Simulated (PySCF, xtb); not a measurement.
ClHOSe, SMILES O[Se]Cl. Atoms are numbered in the order given.

```xyz
4

Se     0.0218    -0.2983     0.5490
Cl     0.2264     1.4319    -0.7622
O     -0.4037    -1.5828    -0.6184
H     -1.3617    -1.5370    -0.7611
```

Coordinates come from a TPSSh-D3(BJ)/def2-TZVP optimisation. Other conformers were not sampled.

Computed with IEF-PCM-ωB97X/def2-SVP (PySCF 2.14.0).

The values are the electrostatic part of the solvation free energy, E(continuum) − E(gas) at the gas-phase geometry, in a cavity of scaled van der Waals radii (PySCF's table); cavitation and dispersion terms are not included. In vacuum the orbital gap is 9.46 eV. The dipole moment in vacuum is 2.02 D.

Computed values in water (ε = 78.36), acetone (ε = 20.49), ethanol (ε = 24.85):
| solvent | ε | ΔG(elec) (kcal/mol) | dipole (D) | gap (eV) |
|---|---|---|---|---|
| water | 78.36 | -5.3 | 2.57 | 9.51 |
| acetone | 20.49 | -5.0 | 2.54 | 9.50 |
| ethanol | 24.85 | -5.1 | 2.55 | 9.51 |

For comparison, GFN2-xTB/ALPB(water) (xtb, at the GFN2-xTB geometry, all terms of that model) gives -4.4 kcal/mol.
